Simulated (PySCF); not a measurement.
**Adding and removing an electron: RbLi**

PBE0; basis Rb def2-SVPD with ECP28, Li def2-SVPD; scalar-relativistic core potentials; PySCF 2.14. Neutral (UKS): singlet (closed shell), Re = 3.569 Å, ωe = 185 cm⁻¹, De = 0.61 eV, HOMO -3.18 eV, LUMO -1.27 eV.

RbLi⁺ (UKS): doublet (σ ↑), Re = 4.099 Å, ωe = 127 cm⁻¹, De = 0.48 eV to Rb⁺ + Li. The energies at the minima are -31.56344 hartree for RbLi and -31.40411 for RbLi⁺.

(1) Work out the adiabatic ionisation energy, without and with harmonic zero-point energies (1 hartree = 27.2114 eV, 1 eV = 8065.5 cm⁻¹), and the change of the bond length.

RbLi⁻ (UKS): doublet (σ ↑), Re = 4.006 Å, ωe = 119 cm⁻¹, De = 0.70 eV to Rb + Li⁻. The energies at the minima are -31.56344 hartree for RbLi and -31.58334 for RbLi⁻.

(2) Work out the adiabatic electron affinity, without and with harmonic zero-point energies (1 hartree = 27.2114 eV, 1 eV = 8065.5 cm⁻¹), and the change of the bond length.

Closed-shell solutions of metal pairs were not tested for spin polarisation, which can lower them a little. Weak bonds: RbLi⁺. Basis-set superposition, not corrected here, can be much of De in a small basis, most of all at correlated wavefunction levels. Spin–orbit coupling is left out. For an ion De counts to the pair picked by the measured ionisation energies or electron affinities, which need not be the lowest pair at this level. The highest Kohn–Sham level is positive in this anion. Much of that is self-interaction error, but it also means that the finite basis helps to hold the extra electron. States were picked by a PBE0 search and need not be the measured ground states.

Answers

(1) At PBE0: 0.15933 hartree = 4.336 eV between the minima; the zero-point term (127.0 − 185.0)/2 cm⁻¹ = -0.004 eV makes it 4.332 eV. Re changes by +53.0 pm against the neutral. Minus the HOMO energy is 3.18 eV, -1.16 eV from the value between the minima; self-interaction puts the Kohn–Sham level too high, less so with exact exchange. The electron leaves a σ orbital, and the ion is left as a loose complex of an ion and an atom.

(2) At PBE0: 0.01990 hartree = 0.542 eV between the minima; the zero-point term (185.0 − 119.0)/2 cm⁻¹ = +0.004 eV makes it 0.546 eV. Re changes by +43.7 pm against the neutral. The electron enters a σ orbital; the charge polarises the partner, so the anion is bound more strongly.
